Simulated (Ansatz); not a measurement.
Computed with frozen-core CCSD(T)/cc-pVTZ // PBE-D3(BJ)/def2-SVP (Ansatz, a quantum-chemistry and plane-wave program). The restricted HF reference is unstable towards unrestricted orbitals.

Ansatz 0.2 input:
```yaml
crystal:
  periodic: [false, false, false]
  atoms:
    - { symbol: B, position_ang: [-1.893079, -0.031957, -0.007802] }
    - { symbol: C, position_ang: [-0.397488, -0.273454, -0.007842] }
    - { symbol: C, position_ang: [0.294147, -1.486735, -0.033423] }
    - { symbol: O, position_ang: [1.618701, -1.30124, -0.024212] }
    - { symbol: C, position_ang: [1.864056, 0.062251, 0.008361] }
    - { symbol: C, position_ang: [0.661602, 0.730643, 0.019445] }
    - { symbol: O, position_ang: [0.485988, 2.065965, 0.049817] }
    - { symbol: H, position_ang: [-2.69109, -0.948235, -0.032035] }
    - { symbol: H, position_ang: [-2.322783, 1.115491, 0.017257] }
    - { symbol: H, position_ang: [-0.051784, -2.526829, -0.058851] }
    - { symbol: H, position_ang: [2.911823, 0.37041, 0.019405] }
    - { symbol: H, position_ang: [-0.480094, 2.223691, 0.04988] }
basis:
  gaussian: { orbitals: cc-pVTZ }
correlation:
  method: ccsd_t
```

Output:

```
Functional definition: HF
1657 factors; integrals over basis functions are off by at most 1.3e-3 eV
mean field evaluation 1: about -8944.4500 eV, gradient 3.7e1 eV
mean field evaluation 2: about -8944.9144 eV, gradient 3.8e1 eV
mean field evaluation 4: about -8948.5584 eV, gradient 5.1e0 eV
mean field evaluation 8: about -8948.6303 eV, gradient 3.2e-1 eV
mean field evaluation 16: about -8944.4508 eV, gradient 3.7e1 eV
mean field -8948.63081498 eV, -328.8561168505 hartree, gradient 5.5e-6 eV, S^2 0.000000; 0 other end points of the search recorded, 0 dependent functions left out; unrestricted orbitals would lower it
7 core orbitals not correlated
reference -8948.63081498 eV, -328.8561168505 hartree; 18, 18 occupied and 255, 255 virtual orbitals, 1657 factors
second order -32.64049473 eV of doubles, -0.00000000 eV of singles
cycle   1  -32.14757376 eV  change    4.9e-1 eV  update   1.4e-1
cycle   2  -33.01618200 eV  change   -8.7e-1 eV  update   4.5e-2
cycle   3  -33.22709813 eV  change   -2.1e-1 eV  update   2.4e-2
cycle   4  -33.20756252 eV  change    2.0e-2 eV  update   7.1e-3
cycle   5  -33.20281761 eV  change    4.7e-3 eV  update   4.9e-3
cycle   6  -33.20623564 eV  change   -3.4e-3 eV  update   2.3e-3
cycle   7  -33.20589911 eV  change    3.4e-4 eV  update   1.3e-3
cycle   8  -33.20521557 eV  change    6.8e-4 eV  update   4.8e-4
cycle   9  -33.20547293 eV  change   -2.6e-4 eV  update   2.0e-4
cycle  10  -33.20557409 eV  change   -1.0e-4 eV  update   5.3e-5
cycle  11  -33.20551365 eV  change    6.0e-5 eV  update   2.5e-5
cycle  12  -33.20554962 eV  change   -3.6e-5 eV  update   9.9e-6
perturbative correction -1.62872661 eV, -0.0598545990 hartree
Total energy: -8983.46509121 eV, -330.1362528906 hartree
```

Cost: roughly 40 core-minutes.
